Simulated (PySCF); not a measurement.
PySCF input for H₅NOSeSi, SMILES N[Se]O[SiH3], B3LYP-D3(BJ)/def2-SVP. Geometry: B3LYP-D3(BJ)/def2-SVP. This is a generated structure with no PubChem entry under its InChIKey; it may be hypothetical. The values are those of a single conformer.

```python
import numpy as np
from pyscf import gto, scf, dft, df
from pyscf.hessian import thermo

mol = gto.M(
    atom='''
    Se   -0.72625619    0.03450704    0.64788085
    N    -0.83030955    1.78436708    0.23570901
    H    -0.24591985    2.40696995    0.79038887
    H    -0.81341463    2.01789920   -0.75490455
    O     1.00562129   -0.44411866    0.19144138
    Si    1.36124278   -0.83560460   -1.40076264
    H     0.63083663   -2.05703096   -1.84958393
    H     2.82926095   -1.07071825   -1.46653760
    H     1.00174485    0.29048504   -2.31812857
    ''',
    basis='def2-SVP',
    charge=0,
    spin=0,
    max_memory=1600,
    verbose=3,
)
mf = dft.RKS(mol, xc='b3lyp').density_fit(auxbasis='def2-universal-jkfit')
mf.disp = 'd3bj'
mf.grids.level = 3
mf.conv_tol = 1e-11
mf.max_cycle = 100
mf.kernel()

# [left out here: the lines that compute and print the analytic Hessian (its translational invariance restored by hand, since the grid's response is missing), thermochemistry and intensities]
```

Program output:

```
converged SCF energy = -2823.60823654688

WARN: DFTD3 does not support analytical Hessian, using finite difference


WARN: Mole.unit (angstrom) is changed to Bohr

Mode                                 0                   1                   2
Irrep
Freq [cm^-1]                       68.5266            108.4795            148.5427
Reduced mass [au]                   2.8370              1.2304              5.0901
Force const [Dyne/A]                0.0078              0.0085              0.0662
Char temp [K]                      98.5945            156.0779            213.7199
Normal mode                   x     y     z       x     y     z       x     y     z
       0  Se                -0.00  0.00 -0.03   -0.01 -0.00  0.00    0.02 -0.02 -0.04
       1   N                -0.03  0.04  0.14    0.08 -0.01 -0.04    0.02 -0.01 -0.01
       2   H                -0.06 -0.01  0.22    0.11 -0.03 -0.04   -0.05 -0.02  0.07
       3   H                -0.00  0.13  0.16    0.12 -0.04 -0.04    0.13  0.01 -0.01
       4   O                 0.02  0.10 -0.03   -0.01 -0.04  0.03    0.08  0.05  0.09
       5  Si                 0.01 -0.07  0.01   -0.02  0.03  0.01   -0.10  0.03  0.06
       6   H                 0.14 -0.22  0.20    0.37 -0.24  0.10   -0.24  0.09  0.12
       7   H                 0.03  0.09 -0.02    0.06  0.54 -0.12   -0.12 -0.08 -0.09
       8   H                -0.16 -0.23 -0.13   -0.49 -0.12  0.01   -0.10  0.07  0.10
Mode                                 3                   4                   5
Irrep
Freq [cm^-1]                      256.1780            485.3267            508.7816
Reduced mass [au]                   3.9756              1.5583              1.9450
Force const [Dyne/A]                0.1537              0.2163              0.2966
Char temp [K]                     368.5831            698.2770            732.0234
Normal mode                   x     y     z       x     y     z       x     y     z
       0  Se                 0.03  0.02 -0.02    0.03 -0.01 -0.02   -0.03  0.02 -0.00
       1   N                -0.12  0.02  0.04   -0.01  0.03  0.04    0.07 -0.07  0.03
       2   H                -0.27  0.12  0.08    0.47 -0.07 -0.35    0.09  0.04 -0.13
       3   H                -0.22  0.10  0.05   -0.49 -0.03  0.01   -0.62  0.05  0.05
       4   O                 0.01 -0.15  0.05   -0.10  0.01 -0.01    0.12 -0.01  0.03
       5  Si                -0.01 -0.01  0.01   -0.02  0.01  0.04    0.02 -0.00 -0.02
       6   H                 0.06 -0.02 -0.08    0.02 -0.01  0.04   -0.07  0.02  0.04
       7   H                 0.01  0.09 -0.06   -0.01  0.03  0.18    0.00 -0.06 -0.24
       8   H                -0.11  0.05  0.12    0.02 -0.00  0.01   -0.05 -0.00  0.01
Mode                                 6                   7                   8
Irrep
Freq [cm^-1]                      528.2029            718.1675            736.1359
Reduced mass [au]                   2.0262              1.2507              1.3512
Force const [Dyne/A]                0.3331              0.3801              0.4314
Char temp [K]                     759.9663           1033.2831           1059.1356
Normal mode                   x     y     z       x     y     z       x     y     z
       0  Se                 0.02  0.01 -0.01   -0.00  0.01 -0.00   -0.01 -0.00  0.00
       1   N                 0.09 -0.12 -0.01   -0.00 -0.05  0.02    0.00  0.03 -0.01
       2   H                -0.48  0.17  0.24    0.05 -0.08 -0.01    0.01  0.04 -0.02
       3   H                -0.26  0.14  0.05    0.02 -0.07  0.01   -0.07  0.04 -0.00
       4   O                -0.09  0.02 -0.03    0.02  0.06 -0.02    0.08 -0.01  0.05
       5  Si                -0.02  0.01  0.03   -0.02 -0.05  0.01   -0.05  0.01 -0.03
       6   H                 0.04 -0.02  0.01    0.22  0.05 -0.63    0.23 -0.10 -0.19
       7   H                -0.01  0.02  0.18    0.02  0.13  0.09    0.00  0.11  0.65
       8   H                 0.05 -0.04 -0.07   -0.09  0.30  0.46    0.24 -0.14 -0.32
Mode                                 9                  10                  11
Irrep
Freq [cm^-1]                      768.6611            883.5431            944.6004
Reduced mass [au]                   2.4756             14.3516              1.0528
Force const [Dyne/A]                0.8618              6.6009              0.5535
Char temp [K]                    1105.9323           1271.2218           1359.0697
Normal mode                   x     y     z       x     y     z       x     y     z
       0  Se                -0.00 -0.04  0.01   -0.01 -0.00  0.00   -0.00 -0.00  0.00
       1   N                 0.05  0.17 -0.06   -0.00  0.03 -0.01    0.00  0.00 -0.00
       2   H                -0.22  0.32  0.04   -0.02  0.04  0.01   -0.00  0.00  0.01
       3   H                -0.25  0.30 -0.03    0.02  0.02 -0.01   -0.02  0.02  0.00
       4   O                -0.01  0.03  0.01    0.09 -0.06 -0.18    0.00  0.00  0.00
       5  Si                 0.01 -0.02 -0.01   -0.02  0.02  0.09   -0.00 -0.04  0.01
       6   H                 0.03  0.01 -0.12   -0.01  0.03  0.04   -0.39  0.21  0.01
       7   H                 0.00 -0.01 -0.08   -0.02  0.02  0.09    0.11  0.75 -0.12
       8   H                -0.07  0.09  0.17   -0.01 -0.02  0.02    0.39  0.03 -0.09
Mode                                12                  13                  14
Irrep
Freq [cm^-1]                      957.9630            993.8039            999.6775
Reduced mass [au]                   1.0538              1.0947              1.0982
Force const [Dyne/A]                0.5698              0.6370              0.6466
Char temp [K]                    1378.2955           1429.8625           1438.3134
Normal mode                   x     y     z       x     y     z       x     y     z
       0  Se                -0.00  0.00 -0.00   -0.00  0.00  0.01    0.00  0.00  0.01
       1   N                 0.00 -0.00  0.00   -0.01 -0.02 -0.04   -0.02 -0.01 -0.06
       2   H                -0.01  0.02 -0.01    0.11 -0.34  0.18    0.17 -0.46  0.23
       3   H                -0.00 -0.02 -0.00   -0.05  0.40  0.05   -0.05  0.53  0.06
       4   O                -0.00 -0.00  0.00    0.01 -0.01 -0.01   -0.01  0.00  0.01
       5  Si                 0.04 -0.01 -0.01    0.01 -0.01 -0.04   -0.00  0.01  0.03
       6   H                -0.47  0.35 -0.18   -0.11 -0.11  0.45    0.07  0.09 -0.34
       7   H                 0.04  0.03  0.37    0.04  0.07  0.35   -0.03 -0.06 -0.25
       8   H                -0.61 -0.25 -0.07   -0.05  0.30  0.38    0.00 -0.24 -0.28
Mode                                15                  16                  17
Irrep
Freq [cm^-1]                     1562.7690           2193.9986           2217.8175
Reduced mass [au]                   1.0896              1.0419              1.0378
Force const [Dyne/A]                1.5678              2.9549              3.0076
Char temp [K]                    2248.4767           3156.6754           3190.9456
Normal mode                   x     y     z       x     y     z       x     y     z
       0  Se                 0.00  0.00 -0.00   -0.00  0.00  0.00    0.00 -0.00 -0.00
       1   N                 0.02  0.07 -0.02   -0.00 -0.00  0.00   -0.00  0.00 -0.00
       2   H                -0.06 -0.40  0.54   -0.00 -0.00  0.00    0.00 -0.00 -0.00
       3   H                -0.31 -0.58 -0.15    0.00 -0.01  0.00    0.00 -0.00 -0.00
       4   O                -0.00 -0.00  0.00    0.00 -0.00 -0.00   -0.00  0.00  0.00
       5  Si                 0.00 -0.00 -0.00   -0.01  0.03 -0.02    0.02  0.03  0.01
       6   H                 0.00 -0.00  0.00   -0.05 -0.06 -0.03   -0.48 -0.80 -0.29
       7   H                 0.00 -0.00  0.00    0.01  0.01 -0.01    0.03  0.01 -0.00
       8   H                 0.00  0.00 -0.00    0.23 -0.74  0.60   -0.01  0.08 -0.05
Mode                                18                  19                  20
Irrep
Freq [cm^-1]                     2243.0093           3512.5853           3624.4493
Reduced mass [au]                   1.0407              1.0450              1.1023
Force const [Dyne/A]                3.0848              7.5966              8.5316
Char temp [K]                    3227.1910           5053.8282           5214.7756
Normal mode                   x     y     z       x     y     z       x     y     z
       0  Se                 0.00 -0.00  0.00   -0.00  0.00 -0.00   -0.00 -0.00 -0.00
       1   N                -0.00  0.00 -0.00   -0.03 -0.04  0.02    0.03  0.02  0.07
       2   H                 0.00  0.00 -0.00    0.39  0.42  0.41   -0.38 -0.40 -0.36
       3   H                 0.00 -0.00 -0.00   -0.01  0.14 -0.66    0.01  0.15 -0.67
       4   O                -0.00  0.00  0.00   -0.00  0.00  0.00   -0.00  0.00  0.00
       5  Si                -0.03  0.00  0.00    0.00 -0.00 -0.00   -0.00  0.00 -0.00
       6   H                -0.00  0.02  0.00   -0.00  0.00  0.00    0.00 -0.00  0.00
       7   H                 0.97 -0.15 -0.04   -0.00 -0.00  0.00    0.00 -0.00  0.00
       8   H                -0.02  0.01 -0.01    0.00 -0.00  0.00    0.00 -0.00  0.00
temperature 298.1500 [K]
pressure 101325.00 [Pa]
Rotational constants [GHz] 8.25000 1.90709 1.69173
Symmetry number 1
Zero-point energy (ZPE) 0.05573 [Eh]   146310.583 [J/mol]
                           tot       elec      trans        rot        vib
Entropy [J/mol/K]       346.494      0.000    170.562    112.520     63.412
Cv [J/mol/K]             90.869      0.000     12.472     12.472     65.926
Cp [J/mol/K]             99.184      0.000     20.786     12.472     65.926
Internal energy [J/mol]                      3718.434   3718.434 156323.528
Internal energy [Eh]   -2823.54586  -2823.60824
Enthalpy [J/mol]                             6197.391   3718.434 156323.528
Enthalpy [Eh]          -2823.54492
Gibbs free energy [J/mol]                  -44655.764 -29829.421 137417.247
Gibbs free energy [Eh] -2823.58427
static polarisability / bohr^3: [[55.734 -8.777 -8.449]
 [-8.774 60.058  3.641]
 [-8.448  3.641 48.931]]
largest difference of analytic and finite-field dipole derivatives / e: 0.0008333223380011523
mode   freq/cm-1   IR/(km/mol)   Raman/(A^4/amu)   depolarisation
   1       68.53         0.862             0.671            0.558
   2      108.48         0.393             0.371            0.628
   3      148.54         0.258             0.285            0.108
   4      256.18        22.341             5.415            0.656
   5      485.33        58.686            13.251            0.432
   6      508.78       172.806             7.713            0.415
   7      528.20       141.909            10.978            0.179
   8      718.17        35.757            13.205            0.737
   9      736.14        70.671             9.800            0.196
  10      768.66        26.629            10.674            0.425
  11      883.54       282.378             2.211            0.732
  12      944.60        79.236            24.726            0.750
  13      957.96       112.889            18.850            0.729
  14      993.80       128.295            12.921            0.748
  15      999.68       112.674             7.508            0.748
  16     1562.77        11.131             8.553            0.545
  17     2194.00       125.713            80.052            0.268
  18     2217.82       118.335           137.253            0.202
  19     2243.01       132.566           199.984            0.246
  20     3512.59        11.704           132.466            0.129
  21     3624.45        32.090            69.710            0.737
max |gradient| / (hartree/bohr): 4.3896283606423313e-05
APT charges: [ 0.7457 -0.5711  0.1806  0.1705 -1.0699  1.4037 -0.2855 -0.2799 -0.2942]
```

The calculation finished and met its thresholds.

Cost: around 5 core-minutes (rough).
